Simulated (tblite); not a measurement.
C₅H₁₀FPS.
Geometry (GFN2-xTB, Å), atoms numbered from 1 in this order:
```
atom  x, y, z in Å
C1    -0.838   -1.600    0.920
C2    -0.436   -0.140    0.959
C3    -1.234    0.850    0.088
F4    -1.745    0.223   -1.024
C5    -0.078    1.773   -0.322
P6     1.160    0.453    0.156
C7     1.414   -0.559   -1.349
S8     2.737    0.862    1.197
H9    -0.094   -2.203    1.436
H10   -1.800   -1.736    1.412
H11   -0.927   -1.950   -0.106
H12   -0.427    0.227    1.992
H13   -2.085    1.334    0.579
H14    0.002    2.645    0.325
H15   -0.109    2.089   -1.362
H16    0.482   -0.690   -1.893
H17    2.148   -0.048   -1.972
H18    1.820   -1.524   -1.047
```

Calculated harmonic vibrations of the isolated species, GFN2-xTB (tblite), most abundant isotopes, no scaling. The method is semi-empirical: single wavenumbers can be off by several per cent or more. One conformer, not necessarily the lowest.

Harmonic wavenumbers (cm⁻¹): 82.2, 123.6, 150.2, 168.3, 176.7, 198.7, 222.1, 232.9, 288.0, 374.0, 475.0, 545.7, 645.3, 698.6, 715.6, 763.7, 796.0, 839.0, 858.1, 899.6, 945.8, 994.1, 1015.8, 1031.8, 1125.5, 1144.4, 1150.8, 1184.0, 1209.6, 1275.2, 1296.5, 1298.2, 1397.9, 1404.1, 1409.5, 1418.4, 1481.8, 1488.9, 2920.6, 2937.3, 2991.9, 2994.6, 2995.5, 3005.4, 3021.0, 3022.6, 3029.2, 3047.0.

A = 2335, B = 1011, C = 957.3 MHz; mass 152.022 u (most abundant isotopes); point group C1, symmetry number 1.

Task: Zero-point energy?

Result: Half the sum of the wavenumbers: 30745 cm⁻¹ = 367.79 kJ/mol.

Task: What is S at 298.15 K and 1 bar for an ideal gas of classical rigid rotors and harmonic oscillators?

Result: Translation 171.51, rotation 122.77, vibration 112.33: S = 406.6 J/(mol K).

Task: And Cp and H(298.15 K) − H(0)?

Result: Cp = 158.63 J/(mol K), of which vibrations give 125.38 (their classical limit is 48 R = 399.1); H(298.15 K) − H(0) = 28.70 kJ/mol without the zero-point energy, 18.78 from vibrations.

Task: Which modes carry the vibrational entropy at 298.15 K?

Result: 82.2 cm⁻¹: 16.06; 123.6 cm⁻¹: 12.73; 150.2 cm⁻¹: 11.17; 168.3 cm⁻¹: 10.27; 176.7 cm⁻¹: 9.89; 198.7 cm⁻¹: 8.98 J/(mol K); the other 42 give 43.24 together.

Task: Blend soft modes into free rotors: weight 1/[1 + (100 cm⁻¹/ν̃)⁴] for the oscillator and the rest for a rotor with moment μB/(μ + B), μ = h/(8π²ν), B = 10⁻⁴⁴ kg m². What vibrational entropy results?

Result: 109.43 J/(mol K) in place of 112.33, which changes −T·S at 298.15 K by +0.87 kJ/mol.

Task: How do the functions run with temperature in this model?

Result: 
```tsv
T (K)	S (J/(mol K))	Cp (J/(mol K))	H − H(0) (kJ/mol)	G − H(0) (kJ/mol)	ln q(vib)
150	320.4	100.0	9.61	-38.45	2.18
250	380.5	138.9	21.53	-73.58	4.71
400	458.9	198.4	46.92	-136.64	8.52
600	551.5	258.5	93.01	-237.91	13.50
900	668.0	314.9	179.74	-421.44	20.51
```

q(vib) and H(0) count from the zero-point level.

Hindered rotation and anharmonicity are outside this model. Other conformers, if any are populated, would add a mixing term that is left out. The structure is chiral; the term R ln 2 for an equal mix with its mirror image is left out.
